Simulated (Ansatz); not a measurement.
```yaml
crystal:
  periodic: [false, false, false]
  atoms:
    - {symbol: C, position_ang: [-1.101162, 0.724639, 0.372824]}
    - {symbol: C, position_ang: [0.313028, 0.486356, 0.877910]}
    - {symbol: In, position_ang: [1.481109, -0.858491, -0.339393]}
    - {symbol: S, position_ang: [0.337071, -1.753024, -2.251806]}
    - {symbol: H, position_ang: [-1.678210, -0.202643, 0.325921]}
    - {symbol: H, position_ang: [-1.649215, 1.412227, 1.025160]}
    - {symbol: H, position_ang: [-1.107358, 1.159187, -0.630240]}
    - {symbol: H, position_ang: [0.607167, 0.370482, 1.889830]}
    - {symbol: H, position_ang: [0.307167, 0.070482, 1.889830]}
    - {symbol: H, position_ang: [3.098135, -1.417363, -0.195818]}
    - {symbol: H, position_ang: [-0.809533, -1.101740, -1.994497]}
basis:
  gaussian: {orbitals: def2-mTZVP, fitting: {mean_field: def2-universal-jkfit}}
magnetization: {spin_polarized: true, initial_magnetization: 2}
hamiltonian: {xc: {name: SVWN5}}
accuracy: high
scf: {lower_state_search: off}
```

```sh
$ ansatz run in.yaml --threads 4 --pin off --events-out ev --progress --plain --max-ram 10444MiB
```

It prints (some lines left out):

```
Functional definition: SVWN5
622 factors; integrals over basis functions are off by at most 6.3e-1 eV
mean field evaluation 1: about -18088.2251 eV, gradient 6.9e1 eV
mean field evaluation 2: about -17825.9794 eV, gradient 1.5e2 eV
mean field evaluation 4: about -18104.3044 eV, gradient 4.0e1 eV
mean field evaluation 8: about -18117.5052 eV, gradient 6.3e0 eV
mean field evaluation 16: about -18117.8954 eV, gradient 5.7e-1 eV
mean field -18117.90195698 eV, -665.8206161641 hartree, gradient 2.4e-8 eV, S^2 2.003151; 0 other end points of the search recorded, 0 dependent functions left out
reference -18117.90196174 eV, -665.8206163390 hartree; 29, 27 occupied and 88, 90 virtual orbitals, 622 factors
Total energy: -18117.90196174 eV, -665.8206163390 hartree
Checks for a lower state left out: stability, starts, cluster_reference, orbital_swaps, neighbouring_geometries, increment
```

Q: What is wrong with this run?

A: One atom was put on top of another. The calculation finished and met its thresholds. The result belongs to that input, not to the molecule as meant.
